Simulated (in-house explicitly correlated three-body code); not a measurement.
Computed with an exponentially correlated three-body code. Model: two electrons around a point charge, non-relativistic, variational in 260 exponentially correlated functions (energies converged to about 1e-7 hartree, or 1e-8 relative for large Z).

For two electrons in a singlet the Kohn-Sham orbital is the square root of half the density, so the exact Kohn-Sham potential and energy parts follow from the density alone, and exchange is minus half the Hartree energy. The Kohn-Sham level equals minus the binding energy of the second electron.

Command:
```bash
python run_hyl.py task.json out
```
Settings (lengths in bohr, energies in hartree):
```
Z                      1.135
interaction_strength   1
functions              260
states_tried           13
```

Run time, properties included: 68 s on 1 thread of Arm Neoverse N1, with other jobs on the host.

**Those bound S and P states to n = 4 that converged, binding against the one-electron ion.**

Given: nuclear charge 1.135.

Computed: one-electron threshold -0.6441125 hartree.

```
term  energy (hartree)  binding (eV)  quantum defect
1 1S      -0.731120491        2.3676         0.67638
2 3S      -0.649755035       0.15354         0.72919
2 1S      -0.648387591       0.11633         0.54002
2 3P       -0.64641343      0.062611       0.0099359
2 1P      -0.646398998      0.062219       0.0036652
3 3P                 ?             ?               ?
3 1P      -0.645127536      0.027621       0.0037496
4 3S      -0.644961538      0.023103         0.72391
```

Problem. What belongs in the row 3 3P?

Solution. energy (hartree): -0.645132532; binding (eV): 0.027756; quantum defect: 0.011097.

**Converged states only, values per electron or pair.**

```json
{"term": "1 1S", "mean r (bohr)": "2.0866", "mean r squared (bohr²)": "6.5217", "mean inverse r (1/bohr)": "0.8222", "mean r12 (bohr)": "3.3289", "mean inverse r12 (1/bohr)": "0.40416", "mean cosine": "-0.10153", "mean p1 dot p2 (bohr⁻²)": "0.050125", "delta r1 (bohr⁻³)": "0.25748", "delta r12 (bohr⁻³)": "0.0064181"}
{"term": "2 3S", "mean r (bohr)": "?", "mean r squared (bohr²)": "?", "mean inverse r (1/bohr)": "?", "mean r12 (bohr)": "?", "mean inverse r12 (1/bohr)": "?", "mean cosine": "?", "mean p1 dot p2 (bohr⁻²)": "?", "delta r1 (bohr⁻³)": "?", "delta r12 (bohr⁻³)": "-"}
{"term": "2 1S", "mean r (bohr)": "12.663", "mean r squared (bohr²)": "346.74", "mean inverse r (1/bohr)": "0.59458", "mean r12 (bohr)": "24.055", "mean inverse r12 (1/bohr)": "0.052933", "mean cosine": "-0.0047811", "mean p1 dot p2 (bohr⁻²)": "0.00053163", "delta r1 (bohr⁻³)": "0.23307", "delta r12 (bohr⁻³)": "6.84e-05"}
{"term": "2 3P", "mean r (bohr)": "18.92", "mean r squared (bohr²)": "803.51", "mean inverse r (1/bohr)": "0.58468", "mean r12 (bohr)": "36.549", "mean inverse r12 (1/bohr)": "0.034406", "mean cosine": "-0.0022087", "mean p1 dot p2 (bohr⁻²)": "-6.9229e-05", "delta r1 (bohr⁻³)": "0.23268", "delta r12 (bohr⁻³)": "-"}
{"term": "2 1P", "mean r (bohr)": "19.092", "mean r squared (bohr²)": "817.05", "mean inverse r (1/bohr)": "0.58446", "mean r12 (bohr)": "36.893", "mean inverse r12 (1/bohr)": "0.033925", "mean cosine": "-0.0020221", "mean p1 dot p2 (bohr⁻²)": "5.4055e-05", "delta r1 (bohr⁻³)": "0.2327", "delta r12 (bohr⁻³)": "1.434e-07"}
{"term": "3 3P", "mean r (bohr)": "46.559", "mean r squared (bohr²)": "4859.2", "mean inverse r (1/bohr)": "0.5751", "mean r12 (bohr)": "91.809", "mean inverse r12 (1/bohr)": "0.015217", "mean cosine": "-0.00065521", "mean p1 dot p2 (bohr⁻²)": "-2.4088e-05", "delta r1 (bohr⁻³)": "0.2327", "delta r12 (bohr⁻³)": "-"}
{"term": "3 1P", "mean r (bohr)": "46.829", "mean r squared (bohr²)": "4913.3", "mean inverse r (1/bohr)": "0.57502", "mean r12 (bohr)": "92.35", "mean inverse r12 (1/bohr)": "0.015051", "mean cosine": "-0.0005939", "mean p1 dot p2 (bohr⁻²)": "1.8806e-05", "delta r1 (bohr⁻³)": "0.23271", "delta r12 (bohr⁻³)": "4.9961e-08"}
{"term": "4 3S", "mean r (bohr)": "60.32", "mean r squared (bohr²)": "8053.6", "mean inverse r (1/bohr)": "0.57345", "mean r12 (bohr)": "119.33", "mean inverse r12 (1/bohr)": "0.011803", "mean cosine": "-0.00049893", "mean p1 dot p2 (bohr⁻²)": "2.0038e-05", "delta r1 (bohr⁻³)": "0.23274", "delta r12 (bohr⁻³)": "-"}
```

Problem. What belongs in the row 2 3S?

Solution. mean r (bohr): 9.7177; mean r squared (bohr²): 204.24; mean inverse r (1/bohr): 0.6036; mean r12 (bohr): 18.186; mean inverse r12 (1/bohr): 0.070656; mean cosine: -0.0082598; mean p1 dot p2 (bohr⁻²): 0.00033583; delta r1 (bohr⁻³): 0.23318.

**Exact Kohn-Sham parts of the ground state from its density.**

Computed: total energy -0.731120491 hartree; Kohn-Sham kinetic 0.70115 hartree; exchange energy -0.47469 hartree; DFT correlation energy -0.040564 hartree; kinetic part of the DFT correlation energy 0.029974 hartree; exact minus restricted Hartree-Fock -0.039731 hartree; Kohn-Sham level -2.3676 eV; restricted Hartree-Fock level -2.853 eV.

Problem. What is the potential part of the DFT correlation energy?

Solution. -0.070538 hartree.

Problem. What is the Hartree energy?

Solution. 0.94939 hartree.

**Functionals on the exact density and self-consistent, errors are functional minus exact, hybrids only self-consistent, a dash where a self-consistent run leaves the top level unbound.**

| result | exchange error (millihartree) | correlation error (millihartree) | functional driven error (millihartree) | self consistent total error (millihartree) | top level plus exact binding (eV) |
| --- | --- | --- | --- | --- | --- |
| BP86 | -9.5156 | -0.1804 | -9.696 | - | - |
| PBE | -4.5957 | 6.6596 | 2.0639 | - | - |
| PBE0 | - | - | - | 3.1102 | 2.2051 |
| M06-L | -8.2367 | 8.5148 | 0.27811 | - | - |
| LDA VWN5 | 60.217 | -39.678 | 20.539 | - | - |
| B3LYP VWN-RPA | - | - | - | ? | ? |
| RPBE | -13.398 | 6.6596 | -6.7385 | - | - |
| AM05 | ? | ? | ? | - | - |
| OLYP | -8.8328 | 6.9653 | -1.8674 | - | - |

Problem. What belongs in the row B3LYP VWN-RPA?

Solution. self consistent total error (millihartree): -10.479; top level plus exact binding (eV): 2.3033.

Problem. What belongs in the row AM05?

Solution. exchange error (millihartree): 44.211; correlation error (millihartree): -28.922; functional driven error (millihartree): 15.289.

The correlation energy of density-functional theory lies 0.83 millihartree below exact minus Hartree-Fock, because the Hartree-Fock density, unlike the exact one, minimises the Hartree-Fock energy.
